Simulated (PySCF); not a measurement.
First SCF of a structure search on singlet [MoF3]+, at a hand-made T-shaped geometry. PySCF input:

```python
from pyscf import gto, scf, dft
mol = gto.M(atom='''
Mo     0.000000     0.000000     0.000000
F      0.000000     0.000000     1.979600
F      1.978400     0.000000     0.069100
F     -1.978400     0.000000     0.069100''',
    basis={'Mo': 'def2-TZVP', 'F': 'def2-TZVP'},
    ecp={'Mo': 'def2-TZVP'},
    charge=1, spin=0)
mf = dft.RKS(mol, xc='PBE0')
mf.grids.atom_grid = (50, 194)
aux = {'Mo': 'def2-universal-JKFIT', 'F': 'def2-universal-JKFIT'}
mf = mf.density_fit(auxbasis=aux)
mf.conv_tol = 1e-08
mf.diis_space = 10
mf.max_cycle = 60
mf.init_guess = 'minao'
mf.verbose = 4
mf.kernel()
```

Excerpt of the output (cycles and frontier levels):

```
init E= -360.847907638952
  HOMO = -0.416793236507307  LUMO = -0.408075831621219  gap/eV = 0.23721
cycle= 1 E= -366.815304147989  delta_E= -5.97  |g|= 1.31  |ddm|= 3.66
  HOMO = -0.491966603985542  LUMO = -0.487818211248161  gap/eV = 0.11288
cycle= 2 E= -352.645408752147  delta_E= 14.2  |g|= 6.97  |ddm|= 4.45
  HOMO = -0.577299513100201  LUMO = -0.479205672802504  gap/eV = 2.66927
cycle= 3 E= -366.740934823521  delta_E= -14.1  |g|=  1.6  |ddm|= 4.11
  HOMO = -0.514920657954885  LUMO = -0.477868027543965  gap/eV = 1.00825
cycle= 4 E= -367.052963696486  delta_E= -0.312  |g|= 0.915  |ddm|= 1.03
  HOMO = -0.571972015547743  LUMO = -0.482842571494737  gap/eV = 2.42534
cycle= 5 E= -367.19074058837  delta_E= -0.138  |g|= 0.178  |ddm|= 0.372
  HOMO = -0.560728829787184  LUMO = -0.466318089873731  gap/eV = 2.56905
cycle= 6 E= -367.196624408769  delta_E= -0.00588  |g|= 0.0505  |ddm|= 0.0771
  HOMO = -0.56566115039475  LUMO = -0.469647563592437  gap/eV = 2.61266
cycle= 7 E= -367.19702015416  delta_E= -0.000396  |g|= 0.00827  |ddm|= 0.0258
  HOMO = -0.56492011679758  LUMO = -0.469019166375138  gap/eV = 2.60960
cycle= 8 E= -367.197033964511  delta_E= -1.38e-05  |g|= 0.00191  |ddm|= 0.00454
  HOMO = -0.564957205126586  LUMO = -0.469101398706116  gap/eV = 2.60837
cycle= 9 E= -367.197034684153  delta_E= -7.2e-07  |g|= 0.000479  |ddm|= 0.000978
  HOMO = -0.564963592500956  LUMO = -0.469116294495833  gap/eV = 2.60814
cycle= 10 E= -367.197034731642  delta_E= -4.75e-08  |g|= 0.000123  |ddm|= 0.00028
  HOMO = -0.564972788883274  LUMO = -0.469129020852491  gap/eV = 2.60804
cycle= 11 E= -367.197034735229  delta_E= -3.59e-09  |g|= 3.31e-05  |ddm|= 0.000108
  HOMO = -0.564962627094022  LUMO = -0.469120288053148  gap/eV = 2.60800
Extra cycle  E= -367.197034733946  delta_E= 1.28e-09  |g|= 9.02e-05  |ddm|= 5.98e-05
converged SCF energy = -367.197034733946
```

No lower solution of this spin was found from smeared starts or by a stability analysis within the restricted form, which does not test spin polarisation.

At the minimum of this search the closed-shell solution is unstable towards spin polarisation, so a lower open-shell solution exists.

The search for the lowest solution, 3 starts and the stability check together, took 9.2 s on 4 threads of a shared Arm Neoverse V1 host, with 133 basis functions; the process peaked at 0.55 GiB.
